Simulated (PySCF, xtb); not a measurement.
C5H6O2, SMILES CC=C1OC=CO1.

Harmonic wavenumbers (cm⁻¹) from GFN2-xTB run with xtb at its own minimum, in rising order: 114, 160, 185, 250, 466, 525, 606, 664, 737, 752, 787, 861, 864, 988, 1022, 1044, 1077, 1095, 1132, 1165, 1214, 1279, 1405, 1480, 1490, 1631, 1771, 2989, 3006, 3059, 3126, 3198, 3215.

Question: What does PySCF with B3LYP-D3(BJ)/def2-SVP give at its own minimum? (An estimate is asked for; the answer gives what the named calculation found.)

Answer: 121, 142, 202, 245, 489, 555, 649, 700, 723, 762, 826, 866, 922, 986, 1046, 1064, 1107, 1122, 1156, 1204, 1300, 1370, 1410, 1459, 1468, 1682, 1812, 3009, 3062, 3124, 3201, 3290, 3315. Paired by order, the mean absolute difference is 36 cm⁻¹ and the zero-point energies are 62.0 and 63.5 kcal/mol.
